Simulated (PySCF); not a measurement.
**Ni¹²⁺: ionisation energy**

Ni¹²⁺ [Ne] 3s2 3p4 (3P) → Ni¹³⁺ [Ne] 3s2 3p3 (4S), as a difference of total energies. All numbers are calculated (PySCF 2.14, the non-relativistic Hamiltonian (point nucleus), in an even-tempered Gaussian basis (17 s from 0.59 bohr⁻², ratio 2.5; 12 p from 0.76 bohr⁻², ratio 2.5; 5 d from 5.6 bohr⁻², ratio 2.7; 4 f from 8.4 bohr⁻², ratio 2.7)). Correlated levels: outer shells: 1s2 frozen; virtual orbitals above 40 to 60 times the deepest correlated orbital energy dropped. The calculations carry no spin-orbit coupling.

| method | ionisation energy (eV) |
| --- | --- |
| UHF | 381.28 |
| MP2 (outer shells) | 382.21 |
| SCS-MP2 (outer shells) | 382.25 |
| CCSD (outer shells) | 382.20 |
| CCSD(T) (outer shells) | 382.21 |

Problem. How much does correlation contribute at CCSD(T) (outer shells)?

Solution. 382.21 − (381.28) = 0.93 eV, measured against UHF.

A first-order spin-orbit estimate (lowest level to lowest level, LS coupling) adds 0.931 eV.

These non-relativistic numbers lack the scalar-relativistic shift.

For comparison: 384.5 ± 0.5 eV (semi-empirical (NIST evaluation); NIST Atomic Spectra Database, ionization energies).
